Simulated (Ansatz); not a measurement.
Consider the ligand exchange at the In–F bond: `[F][InH2]` + CH₃OH → `C[O][InH2]` + H–F.

Program: Ansatz. Geometries: PBE0-D4/def2-TZVP. ΔE: electronic, gas phase. CBS: MP2 limit from def2 TZ/QZ plus the TZ coupled-cluster correction, frozen cores. This one scheme is used for every species. Functionals use def2-TZVPP. def2 core potentials past Kr. For In outer-core shells are correlated without core-valence functions, which leaves a few kJ/mol of doubt a bond.

`[F][InH2]`:

Z-matrix (Å, degrees):
```
In
F 1 1.961
H 1 1.702 2 110.4
H 1 1.702 2 110.4 3 180.0
```

CH₃OH:

Z-matrix (Å, degrees):
```
C
O 1 1.409
H 1 1.097 2 112.4
H 1 1.090 2 107.0 3 -118.5
H 1 1.097 2 112.4 3 123.0
H 2 0.959 1 108.5 3 -61.6
```

`C[O][InH2]`:

Cartesian coordinates in Å:
```
C 0.859 0.793 0.541
O -0.143 -0.147 0.797
In -1.171 -1.082 -0.623
H 0.608 1.756 1.004
H 1.029 0.979 -0.531
H 1.814 0.461 0.970
H -0.684 -0.600 -2.194
H -2.312 -2.159 0.035
```

H–F:

Cartesian coordinates in Å:
```
F -0.065 -0.095 0.446
H 0.065 0.095 -0.446
```

CCSD(T)/CBS gives +36.0 kJ/mol.

**Question.** Another level gave +47.4 kJ/mol. Which?
A. B97M-V/def2-TZVPP
B. BHLYP/def2-TZVPP
C. RPA@PBE/def2-TZVPP
D. HF/def2-TZVPP

**Answer.** A. B97M-V 47.4, RPA@PBE/def2-TZVPP 35.5, BHLYP 52.5, HF/def2-TZVPP 58.0 kJ/mol.

Largest T1 diagnostic among the species: 0.017.

Leaving LDA and LC-ωPBE aside and taking each functional with its dispersion term where it has one, the values, not all of them listed here, spread over 7.4 kJ/mol, from PBE-QIDH to CAM-B3LYP-D4. LDA lies −10.8 kJ/mol from PBE without D4. The D4 term adds −6.1 kJ/mol with B3LYP and −3.3 kJ/mol with PBE0; it sums over pairs of atoms, weighted by their polarisabilities, and B3LYP, whose exchange is more repulsive, gets the larger term.

B3LYP here is the variant with VWN-RPA as its local correlation; programs differ in this.
